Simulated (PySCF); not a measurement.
C₅H₁₁OSi (doublet state).
SMILES with atom numbers: `[OH:1][CH2:2][C@@H:3]1[CH2:4][CH:5][CH2:6][SiH2:7]1` (hydrogens: H8 on O1; H9, H10 on C2; H11 on C3; H12, H13 on C4; H14 on C5; H15, H16 on C6; H17, H18 on Si7)

Cartesian coordinates in Å at the GFN2-xTB level; atoms count from 1:
```xyz
18
C5H11OSi angstrom
O      2.7757   -0.2569   -0.8669
C      1.5588    0.4125   -1.1063
C      0.5925    0.3567    0.0706
C      0.2390   -1.1029    0.4793
C     -1.0717   -1.0730    1.1646
C     -2.1040   -0.3119    0.4457
Si    -1.1037    1.1997   -0.2199
H      3.1618    0.0919   -0.0555
H      1.1291   -0.0840   -1.9795
H      1.7502    1.4650   -1.3700
H      1.0881    0.8310    0.9270
H      0.1728   -1.6887   -0.4454
H      1.0202   -1.5492    1.0954
H     -1.1445   -1.2435    2.2241
H     -2.4739   -0.8658   -0.4225
H     -2.9608   -0.0681    1.0685
H     -1.2803    2.3935    0.6089
H     -1.3582    1.4999   -1.6298
```

The hyperfine couplings belong to this conformer and change with its torsions.

Theory: UKS B3LYP, pcH-1 on C H O Si, non-relativistic, mean-field spin-orbit, GIAO (PySCF). Geometry: GFN2-xTB, one conformer, isolated molecule. A GFN2-xTB geometry isn't a minimum of the functional, and hyperfine couplings can be far from their values at a DFT geometry. No stability test was run, so a lower SCF solution isn't excluded.

Principal values of hyperfine tensors in MHz (contact, dipolar and spin–orbit terms together), for some of the nuclei:

```csv
atom,isotope,A1,A2,A3
H15,1H,119.06,120.16,133.34
C5,13C,35.30,35.56,265.63
Si7,29Si,-114.89,-91.33,-90.12
H12,1H,84.37,85.08,98.73
H14,1H,-95.21,-57.67,-21.08
C6,13C,-33.60,-31.19,-28.41
C4,13C,-26.03,-25.08,-21.79
H18,1H,9.48,10.24,14.14
```

Problem. Split each tensor into its isotropic and traceless parts, and turn a_iso into mT with g = 2.0025.

Solution. a_iso = (A1 + A2 + A3)/3, Ti = Ai − a_iso; 1 mT corresponds to 28.028 MHz. The tensors hold a spin–orbit part: the run splits a_iso into a_FC + a_SO, and T includes its anisotropic share.

```tsv
atom	a_iso (MHz)	a_FC	a_SO	a_iso (mT)	T1	T2	T3
H15	124.19	124.19	0.00	4.431	-5.13	-4.02	9.15
C5	112.16	112.27	-0.11	4.002	-76.86	-76.60	153.46
Si7	-98.78	-98.90	0.12	-3.524	-16.11	7.45	8.66
H12	89.39	89.39	0.00	3.189	-5.02	-4.31	9.33
H14	-57.99	-58.00	0.01	-2.069	-37.22	0.31	36.91
C6	-31.07	-31.08	0.01	-1.108	-2.53	-0.12	2.66
C4	-24.30	-24.31	0.01	-0.867	-1.73	-0.78	2.51
H18	11.29	11.28	0.00	0.403	-1.81	-1.05	2.86
```

Problem. What spin density at the nucleus of Si7 lies behind its contact coupling (g_N = -1.11058)?

Solution. a_FC = 800.24 MHz bohr³ × g_N × ρ(0)/(2S). With a_FC = -98.90 MHz and 2S = 1, ρ(0) = 0.1113 bohr⁻³. The nuclear moment is negative, so coupling and spin density have opposite signs.

Problem. C3 (13C, g_N = 1.40482) isn't in the table. Its spin density at the nucleus is 0.04841 bohr⁻³. What is its contact coupling?

Solution. By the same relation, a_FC = 54.4 MHz. Its full tensor has the principal values 49.82, 50.34, 63.03 MHz.

Problem. Name the largest traceless tensor T of the table and describe it.

Solution. C5: -76.9, -76.6, 153.5 MHz, axial, in the ratio −1:−1:+2, the form that spin in one p orbital centred on that nucleus gives.

Problem. In a single crystal, with the field along each principal axis of the tensor of H15 in turn, what first-order splitting does this nucleus give (isotropic g, quadrupole terms neglected)?

Solution. 2 lines (I = 1/2), spaced by |A_i|/(g × 13.996): 4.25, 4.29, 4.76 mT along the axes of A1, A2 and A3.
